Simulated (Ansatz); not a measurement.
Consider the hydrogen abstraction from the Sn–H bond: `[CH3][SnH]([F])[SH]` + H• → `[CH3][Sn]([F])[SH]`• + H₂.

Isolated molecules relaxed with PBE0-D4/def2-TZVP in Ansatz; ΔE leaves out vibrations. CBS: MP2 limit from def2 TZ/QZ plus the TZ coupled-cluster correction, frozen cores. This one scheme is used for every species, atoms too. DFT in def2-TZVPP. B3LYP here is the variant with VWN-RPA as its local correlation; programs differ in this. HSE06 is defined as in plane-wave codes. No spin–orbit coupling; open shells (•) take unrestricted orbitals. Elements past krypton have def2 core potentials. For Sn outer-core shells are correlated without core-valence functions, so the limit isn't a true one: a few kJ/mol of doubt a bond, and 10 to 20 or more in all where bonds break to atoms. Each species was taken in one conformer, which may not be the lowest.

Task: Is it downhill or uphill in electronic energy at CCSD(T)/CBS, and by how much? (Best estimate.)

Result: Computed: Downhill: ΔE = -1.39 eV.

Task: What do these levels give: BLYP-D4, B3LYP-D4, HSE06-D4, CAM-B3LYP-D4, ωB97M-V, r2SCAN, PBE0, LC-ωPBE, CCSD(T)/def2-SVP, MP2/def2-TZVPP, CCSD/def2-TZVPP, CCSD/CBS(def2)? (Best estimate.)

Result: Ansatz gave: BLYP-D4 -1.79, B3LYP-D4 -1.66, HSE06-D4 -1.42, CAM-B3LYP-D4 -1.49, ωB97M-V -1.43, r2SCAN -1.59, PBE0 -1.42, LC-ωPBE -1.26, CCSD(T)/def2-SVP -1.27, MP2/def2-TZVPP -1.25, CCSD/def2-TZVPP -1.37, CCSD/CBS(def2) -1.39 eV.

Task: What do rigid-rotor, harmonic-oscillator terms from PBE0-D4/def2-TZVP frequencies (298.15 K, 1 bar) make of the CCSD(T)/CBS value? (Estimate.)

Result: Ansatz gave: ΔZPE = +0.06 eV, ΔH = -1.31 eV, ΔS = 26 J/(mol·K), ΔG = -1.39 eV. Open shells count their whole term as degenerate.

Largest T1 diagnostic among the species: 0.016.

From PBE to PBE0 (25 % exact exchange), in def2-TZVPP and without D4, ΔE moves by +0.15 eV. At CCSD(T), def2-SVP lies +0.12 eV from the extrapolated value and def2-TZVPP +0.02 eV.
